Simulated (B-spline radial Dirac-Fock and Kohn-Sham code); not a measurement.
Method: independent-particle photoionisation in a Dirac-Hartree-Slater potential with a Latter tail, all multipoles, thresholds from Dirac-Fock ΔSCF. Computed with a radial atomic solver. Kinetic energies are from the vacuum level. Open shells are spread statistically over j, without multiplet splitting. Without correlation, outer binding energies are uncertain by a few eV, most for open f shells.

Q: A free atom or ion in its tabulated ground configuration is ionised with 2840 eV photons and gives these photoelectron lines. Identify it and assign the lines.

| kinetic energy (eV) | relative cross section |
| --- | --- |
| 2407.4 | 100.0 |
| 2801.2 | 5.4 |
| 2811.9 | 0.053 |
| 2811.9 | 0.10 |

A: N⁺, [He] 2s2 2p2. Binding energies are hν less the kinetic energy: 1s 432.6 eV, 2s 38.81 eV, 2p1/2 28.08 eV, 2p3/2 28.06 eV.

Q: A free atom or ion in its tabulated ground configuration is ionised with 600 eV photons and gives these photoelectron lines. Identify it and assign the lines.

| kinetic energy (eV) | relative cross section |
| --- | --- |
| 366.9 | 40.0 |
| 415.6 | 50.4 |
| 418.4 | 100.0 |
| 493.3 | 31.1 |
| 493.6 | 45.9 |

A: Cu⁵⁺, [Ar] 3d6. Binding energies are hν less the kinetic energy: 3s 233.1 eV, 3p1/2 184.4 eV, 3p3/2 181.6 eV, 3d3/2 106.7 eV, 3d5/2 106.4 eV.

Q: A free atom or ion in its tabulated ground configuration is ionised with Ga Kα (9251.7 eV) photons and gives these photoelectron lines. Identify it and assign the lines.

| kinetic energy (eV) | relative cross section |
| --- | --- |
| 5422.3 | 74.2 |
| 5710.0 | 58.1 |
| 5882.9 | 100.0 |
| 8514.6 | 14.3 |
| 8629.3 | 9.0 |
| 8660.6 | 15.7 |
| 8862.1 | 2.1 |
| 8868.1 | 2.9 |
| 9131.9 | 2.7 |
| 9169.2 | 1.5 |
| 9174.3 | 2.5 |
| 9231.5 | 0.23 |
| 9232.0 | 0.31 |

A: Ag⁺, [Kr] 4d10. Binding energies are hν less the kinetic energy: 2s 3829.4 eV, 2p1/2 3541.7 eV, 2p3/2 3368.8 eV, 3s 737.1 eV, 3p1/2 622.4 eV, 3p3/2 591.1 eV, 3d3/2 389.6 eV, 3d5/2 383.6 eV, 4s 119.8 eV, 4p1/2 82.47 eV, 4p3/2 77.44 eV, 4d3/2 20.22 eV, 4d5/2 19.67 eV.

Q: A free atom or ion in its tabulated ground configuration is ionised with 1140 eV photons and gives these photoelectron lines. Identify it and assign the lines.

```tsv
kinetic energy (eV)	relative cross section
724.8	21.9
801.7	24.9
833.5	56.7
961.4	68.7
967.1	100.0
1067.2	4.2
1090.7	3.9
1095.1	8.3
1111.9	14.4
1112.7	18.5
1120.9	0.45
1121.2	0.64
```

A: Gd²⁺, [Xe] 4f7 5d1. Binding energies are hν less the kinetic energy: 4s 415.2 eV, 4p1/2 338.3 eV, 4p3/2 306.5 eV, 4d3/2 178.6 eV, 4d5/2 172.9 eV, 5s 72.82 eV, 5p1/2 49.29 eV, 5p3/2 44.87 eV, 4f5/2 28.08 eV, 4f7/2 27.32 eV, 5d3/2 19.06 eV, 5d5/2 18.83 eV.
